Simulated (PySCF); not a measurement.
**From computed data to an observable: oscillator strength and radiative lifetime**

CH₂BF₃O, SMILES OBC(F)(F)F.

Coordinates come from a B3LYP-D3(BJ)/def2-SVP optimisation. One conformer was computed; it need not be the lowest.

PySCF with TDA-PBE/def2-SVPD puts the first singlet state with f over 0.02 at 8.26 eV (vertical), with the transition dipole (0.054, -0.504, 0.000) in atomic units.

Find the oscillator strength, the wavelength and the radiative lifetime that this transition would have in vacuum if emission retraced absorption.


|μ|² = 0.2569 au, so |μ| = 1.29 D. ΔE = 8.26/27.211 = 0.3035 hartree. f = (2/3) ΔE |μ|² = 0.052 (the program prints 0.052).
λ = 1239.84/8.26 = 150 nm; ν = 66621 cm⁻¹.
Einstein's coefficient A = 0.6670 ν² f s⁻¹ (ν in cm⁻¹) = 1.5e8 s⁻¹, so τ = 1/A = 6.5 ns. This state is S5; the lower singlets have f = 0.000, 0.001, 0.002, 0.002. The figure is the radiative limit of this one transition; relaxation, internal conversion, crossing to triplets and a medium change what is measured.
